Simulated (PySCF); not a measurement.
N-ethenylpropan-2-imine (C5H9N), SMILES CC(=NC=C)C.

Coordinates come from a B3LYP-D3(BJ)/def2-SVP optimisation. The values are those of a single conformer.

Computed with TDA-PBE/def2-SVPD in PySCF.

Vertical excitations. The molecule is in vacuum.

Computed UV-visible absorptions:
```csv
state,energy (eV),λ (nm),f,main pairs
S1,4.25,292,0.050,HOMO→LUMO 89 %
S2,5.24,237,0.022,"HOMO→LUMO+2 76 %, HOMO→LUMO+1 21 %"
S3,5.64,220,0.028,"HOMO→LUMO+1 32 %, HOMO−1→LUMO 26 %, HOMO→LUMO+2 17 %, HOMO−2→LUMO 15 %"
S4,6.14,202,0.021,HOMO→LUMO+3 95 %
S5,6.22,199,0.177,"HOMO→LUMO+4 35 %, HOMO−1→LUMO 29 %, HOMO→LUMO+1 11 %, HOMO−2→LUMO 9 %"
S6,6.46,192,0.003,"HOMO−1→LUMO+1 50 %, HOMO−2→LUMO 24 %, HOMO→LUMO+4 14 %"
S7,6.50,191,0.132,"HOMO→LUMO+4 32 %, HOMO→LUMO+5 20 %, HOMO−1→LUMO 16 %, HOMO−2→LUMO 8 %"
S8,6.62,187,0.031,HOMO→LUMO+5 67 %
S9,6.79,183,0.012,HOMO−1→LUMO+2 83 %
S10,7.02,177,0.096,HOMO→LUMO+6 86 %
T1,3.37,368,0,HOMO→LUMO 96 %
T2,4.40,282,0,HOMO→LUMO+1 80 %
T3,4.63,268,0,HOMO−1→LUMO 83 %
T4,5.21,238,0,HOMO→LUMO+2 94 %
```
Triplets are in the Tamm–Dancoff approximation.
